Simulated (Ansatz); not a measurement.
Z-matrix (Å, degrees):
```
C
O 1 1.393
H 1 1.105 2 111.7
H 1 1.090 2 108.1 3 -119.2
H 1 1.100 2 111.7 3 120.7
C 2 1.418 1 111.9 3 -58.1
Al 6 1.988 2 114.3 1 73.5
H 6 1.099 2 106.3 1 -168.6
H 6 1.103 2 110.6 1 -55.1
Si 7 2.458 6 121.1 2 1.8
H 7 1.594 6 117.9 2 179.2
H 10 1.492 7 112.8 6 136.6
H 10 1.490 7 112.7 6 14.2
H 10 1.494 7 109.4 6 -104.7
```

Total charge 0; spin multiplicity 1.

Q: List the PBE0/def2-TZVPP orbital energies in eV (the Gaussian-basis code of Ansatz). (Estimate.)

A: The calculation gave: Occupied: -1802.14, -1527.79, -522.88, -279.35, -278.99, -144.53, -113.68, -99.18, -99.17, -99.16, -73.81, -73.59, -73.57, -29.11, -20.15, -17.71, -14.87, -13.55, -13.39, -13.02, -11.04, -10.56, -9.80, -9.61, -9.58, -8.84, -7.68, -6.66. Lowest empty: -1.82, 0.09, 0.40, 1.02, 1.34, 1.52, 1.91, 2.37.
